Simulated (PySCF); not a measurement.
**Two-dimensional NMR puzzle**

Compound of formula C7H13NSi. Correlations simulated from computed shifts and the bond graph:

HSQC (one-bond C–H):
```csv
δH,δC
6.24,124.4
5.47,124.4
2.09,80.4
2.01,19.0
1.58,34.1
```

COSY cross peaks (H two or three bonds apart, from the bond graph; peaks can be absent where the dihedral angle is near 90°):
```csv
δH,δH
6.24,5.47
```

HMBC (two and three bonds, from the bond graph):
```csv
δH,δC
6.24,"152.8, 55.4, 19.0"
5.47,"152.8, 55.4, 19.0"
4.35,55.4
2.09,"93.2, 55.4"
2.01,"152.8, 124.4, 55.4"
1.58,"152.8, 93.2, 55.4"
```

Carbons without hydrogens: δ 152.8, 93.2, 55.4.

- NMR shieldings at PBE0/pcSseg-1/GIAO
- geometry from GFN2-xTB
- program: PySCF 2.14
- equivalent nuclei averaged, non-relativistic Hamiltonian, one computed conformer, gas phase

Chemical shifts δ = σref − σ; ¹H, ¹³C against TMS, all at this level.

Exchangeable hydrogens are left out of these lists.

Task: Assemble the structure.

Result: SMILES C#C[C@](C)(N[SiH3])C(=C)C.

Numbering as in the mapped SMILES `[CH:1]#[C:2][C@:3]([CH3:4])([NH:5][SiH3:6])[C:7](=[CH2:8])[CH3:9]` (H(Xn): hydrogen on atom n). Ha(C8) is cis to C3; Hb(C8) is trans to C3.

1. δC 152.8 is C7, a fully substituted alkene carbon.
2. δC 124.4 is C8, a terminal =CH2 carbon (δH 6.24, 5.47).
3. δC 93.2 is C2, an alkyne carbon.
4. δC 80.4 is C1, a terminal alkyne carbon (δH 2.09).
5. δC 55.4 is C3, an allylic fully substituted sp3 carbon bonded to N.
6. δC 34.1 is C4, a methyl carbon (δH 1.58).
7. δC 19.0 is C9, an allylic methyl carbon (δH 2.01).
8. HMBC from δH 6.24 reaches the proton-free carbons C7, C3.
9. HMBC from δH 5.47 reaches the proton-free carbons C7, C3.
10. HMBC from δH 4.35 reaches the proton-free carbon C3.
11. HMBC from δH 2.09 reaches the proton-free carbons C2, C3.
12. COSY links 6.24–5.47.

The data come from this structure; uniqueness wasn't tested.

Exchangeable OH/NH protons stand at their gas-phase positions; hydrogen bonding in a real sample shifts them, mostly to higher δ. Shifts are as computed. Against solution values, carbons near 30 ppm lie about +3 ppm off and those near 130 ppm about +5 ppm. Of 1211 compounds with measured shifts, 218 miss one by over three times the rms of a fit or turn the order of signals round; such compounds aren't used in these exercises.
